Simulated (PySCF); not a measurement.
## Electronic structure of F⁺ (fluorine, charge +1) at the UHF level

Configuration: [He] 2s2 2p4, high-spin 3P determinant. Calculation: PySCF 2.14, in cc-pVDZ-DK; the spin-free X2C one-electron Hamiltonian (Gaussian nucleus).

```json
{"Total energy": "-98.887579 hartree", "One-electron energy": "-133.1948 hartree", "Hartree (Coulomb) energy": "43.9712 hartree", "Exchange energy": "-9.6640 hartree", "⟨S²⟩": "2.0037", "⟨L²⟩": "2.006", "Sum of ⟨r⟩": "6.199 bohr", "Sum of ⟨r²⟩": "7.271 bohr²", "Traceless quadrupole moment −½Σ⟨3z² − r²⟩ along its main axis": "-0.554 e·bohr²", "Langevin diamagnetic susceptibility": "-5.76 ×10⁻⁶ cm³/mol", "Time after the integrals": "0.07 s of wall time on 1 thread of Neoverse-N1 (shared host)"}
```

```
shell  electrons  mean orbital energy (eV)  spread (eV)  rms radius, mean of both spins (bohr)
 1s α          1                   -741.12            0                                  0.204
 1s β          1                   -738.15            0                                  0.204
 2s α          1                   -65.597            0                                   1.06
 2s β          1                   -54.627            0                                   1.06
 2p α          3                   -40.737        3.237                                   1.11
 2p β          1                   -35.620            0                                   1.11
```
